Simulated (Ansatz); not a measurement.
All numbers were calculated with Ansatz.

Basis-set series for FH3Se3Sn, SMILES `[F][Sn]([SeH])([SeH])[SeH]`. Charge 0, multiplicity 1. Sn: def2 effective core potential. All single points use the PBE0-D4/def2-TZVP geometry. It is one conformer, not always the lowest.

Cartesian coordinates in Å:
```
F 1.546 1.091 0.527
Sn -0.090 0.269 -0.062
Se -1.956 1.003 1.447
Se 0.484 -2.174 0.106
Se -0.555 1.125 -2.371
H -1.860 -0.268 2.178
H 1.623 -1.808 0.962
H 0.808 0.763 -2.787
```

```tsv
functional	basis	functions	energy (Eh)	HOMO (eV)	LUMO (eV)
PBE0-D4	def2-SVP	151	-7518.83622	-7.37	-2.30
PBE0-D4	def2-TZVPP	267	-7519.86120	-7.48	-2.45
ωB97M-V	def2-SVP	151	-7519.28685	-9.48	-0.37
ωB97M-V	def2-TZVPP	267	-7520.31120	-9.60	-0.60
```

Question: Give the rows for def2-QZVPP. (Best estimate.)

Answer: The calculation gave: 
```tsv
functional	basis	functions	energy (Eh)	HOMO (eV)	LUMO (eV)
PBE0-D4	def2-QZVPP	496	-7520.02115	-7.49	-2.46
ωB97M-V	def2-QZVPP	496	-7520.46593	-9.61	-0.65
```

Scalar relativity is left out up to krypton.
